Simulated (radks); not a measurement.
The numbers below are computed, except where a source is named.
Effect of the nuclear size on the lead ion Pb57+, [Ar] 3d7. Level of theory: Dirac Kohn-Sham, exchange-only LDA, spin-unpolarised, spherical densities, finite nucleus; open shells fill j = l - 1/2 first; Fermi nuclear charge, rms radius 5.5012 fm (a radial shooting solver on a logarithmic mesh with Libxc functionals). The rms radius is varied about that value; shifts are against it.

rms radius (fm)	total energy shift (eV)	density at nucleus (e/bohr^3)	1s1/2 shift (meV)	2s1/2 shift (meV)	3s1/2 shift (meV)	3p1/2 shift (meV)	3d5/2 shift (meV)	4s1/2 (empty) shift (meV)	4p1/2 (empty) shift (meV)
4.6375	-37.9	2.916e+06	-15200	-2340	-578	-26.7	17.9	-210	-11.2
5.2977	-9.27	2.752e+06	-3720	-571	-141	-6.55	4.36	-51.3	-2.75
5.5012	0	2.707e+06	0.000	0.000	0.000	0.000	0.000	0.000	0.000
6.0018	23.6	2.607e+06	9490	1460	360	16.7	-11.1	131	7.03
6.1283	29.8	2.583e+06	12000	1830	454	21.1	-14.0	165	8.86

Slopes of the eigenvalues against <r^2> in GHz/fm^2, as finite differences over the two radii next to the reference (eigenvalue slopes, not the field-shift constants of lines): 1s1/2 401000, 2s1/2 61600, 3s1/2 15200, 3p1/2 708, 3d5/2 -471, 4s1/2 (empty) 5540, 4p1/2 (empty) 297.
